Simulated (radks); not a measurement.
Fractional charge and spin in the 3s shell of chlorine: the spin-up occupation runs from 0 to 1 and the spin-down occupation from 0 to 1; the fullest corner is Cl3+, [Ne] 3p(up 1, down 1) 3s(up 1, down 1). All-electron calculation, non-relativistic Kohn-Sham, r2SCAN, spin-polarised, spherical densities, point nucleus; meta-GGA in the generalised Kohn-Sham scheme. Program: a radial shooting solver on a logarithmic mesh with Libxc functionals. Energy (eV) above the fullest corner. The planes named below are the two flat planes that join the four corners, with an edge along up + down = one added electron.

| down \ up | 0 | 0.5 | 1 |
|---|---|---|---|
| 0 | 149.061 | 105.810 | 66.079 |
| 0.5 | 105.810 | 66.902 | 31.397 |
| 1 | 66.079 | 31.397 | 0.000 |

Corners above the fullest one (they belong to Cl4+ and the next ion): (up 1, down 0) 66.079 eV, (up 0, down 1) 66.079 eV, (up 0, down 0) 149.06 eV. With half an added electron in each spin the energy lies 0.822 eV from the planes, and with half an added electron in spin up alone -1.760 eV. The planes are only a guide here: the flat-plane condition holds for ground states with one frontier orbital, while this shell lies below other occupied shells, so the corners above the fullest one are inner-hole states and not the ground states of those ions.
